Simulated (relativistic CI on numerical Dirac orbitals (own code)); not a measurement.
Crystal-field levels of Ti³⁺, 3d

Calculated by Dirac-Coulomb-Breit CI, KLI orbitals optimised for each configuration, QED by a radiative potential, valence Slater integrals scaled by 0.75, one configuration in a parametric crystal field (own radial code).

Field parameters in Wybourne normalisation: D4h B²₀ = −7Ds, B⁴₀ = 21(Dq − Dt), B⁴₄ = 21√(5/14) Dq. The field is a parameter set, without covalency.

S is read from ⟨S²⟩ = S(S + 1).

Levels (cm⁻¹, degeneracy): 0 (2), 49 (2), 243 (2), 6717 (2), 16304 (2).

Question: Which field gives this pattern?
A. D4h, 10Dq = 16250, Ds = 1360, Dt = 830 cm⁻¹
B. D4h, 10Dq = 16250, Ds = 950, Dt = 830 cm⁻¹
C. D4h, 10Dq = 16250, Ds = 550, Dt = 830 cm⁻¹
D. D4h, 10Dq = 16250, Ds = 2180, Dt = 830 cm⁻¹

Answer: A. D4h, 10Dq = 16250, Ds = 1360, Dt = 830 cm⁻¹, ground level with S = 0.50.
